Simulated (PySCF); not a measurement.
Compound: C₂H₁₀BNSi.
Numbering: `[CH3:1][B:2]([CH3:3])[SiH2:4][NH2:5]` (hydrogens: H6, H7, H8 on C1; H9, H10, H11 on C3; H12, H13 on Si4; H14, H15 on N5)

Computed by this run: PBE0-D3(BJ)/def2-SVP geometry optimisation, gas phase in PySCF 2.14.0; density fitting, grid level 1; the optimiser is geomeTRIC in internal coordinates, started from a GFN2-xTB structure with every atom displaced at random (about 0.01 Å).

Step 0: E = -12267.1963 eV
```
atom  x, y, z in Å  |  force x, y, z in eV/Å
C1     -1.6572    0.6590    0.9787   -0.414   0.783  -0.409
B2     -0.5746   -0.0650    0.1369   -0.605  -0.401  -0.342
C3     -1.0243   -0.8844   -1.1394    1.288   0.272   0.829
Si4     1.3537    0.0069    0.6738   -0.027  -0.053  -0.196
N5      2.2838    0.1204   -0.7724    0.143  -0.157  -0.352
H6     -1.6574    1.7456    0.6937    0.216  -0.413   0.018
H7     -2.6848    0.3378    0.7909   -0.278  -0.227  -0.083
H8     -1.4829    0.6676    2.0435    0.211   0.015   0.821
H9     -1.9596   -0.5755   -1.5435   -1.206   0.362  -0.486
H10    -0.2589   -0.8992   -1.9114    0.319  -0.094  -0.390
H11    -1.1314   -1.9247   -0.8077   -0.036  -0.332   0.153
H12     1.8515   -1.2215    1.3136   -0.009  -0.520   0.397
H13     1.6333    1.0823    1.6446    0.007   0.464   0.467
H14     2.0090    0.8144   -1.4469   -0.019   0.276  -0.315
H15     3.2845    0.1190   -0.6617    0.410   0.024  -0.111
```

**Question.** Estimate the geometry and energy of step 1. (The exact step hangs on the optimiser's Hessian estimate; all steps are aligned on step 0, rigid shifts and turns removed.)

**Answer.** E = -12267.3377 eV, largest force 0.299 eV/Å
```
atom  x, y, z in Å  |  force x, y, z in eV/Å
C1     -1.7034    0.6136    1.0450    0.111  -0.087   0.134
B2     -0.6058   -0.0687    0.1553    0.021   0.164  -0.042
C3     -0.9855   -0.8133   -1.1661   -0.267   0.072  -0.114
Si4     1.3660    0.0369    0.6471   -0.104   0.052   0.222
N5      2.3305    0.0574   -0.8111    0.065  -0.008   0.033
H6     -1.7183    1.6614    0.6808    0.016   0.033  -0.036
H7     -2.7223    0.2248    0.9034   -0.059  -0.041  -0.021
H8     -1.4780    0.6881    2.1231    0.020  -0.031  -0.108
H9     -1.9521   -0.4967   -1.6078    0.182  -0.094   0.081
H10    -0.2005   -0.8435   -1.9364    0.018   0.010   0.030
H11    -1.1230   -1.8651   -0.8393   -0.018  -0.033  -0.004
H12     1.7521   -1.1856    1.4447    0.016   0.084  -0.095
H13     1.6073    1.1995    1.5926    0.035  -0.082  -0.084
H14     2.0758    0.7377   -1.5215    0.003  -0.031   0.024
H15     3.3421    0.0360   -0.7168   -0.039  -0.007  -0.020
```

The energy changes by -0.1415 eV. The first-order estimate −F·Δx gives -0.3078 eV and the mean of the old and new forces, exact on a quadratic surface, -0.1353 eV. The step makes an angle of 75° with the force vector and moves no atom by more than 0.168 Å.

The cost below is that of the whole optimisation. Time: 63 s; peak memory 0.52 GiB. Hardware: one thread of an Arm Neoverse V1, shared host.
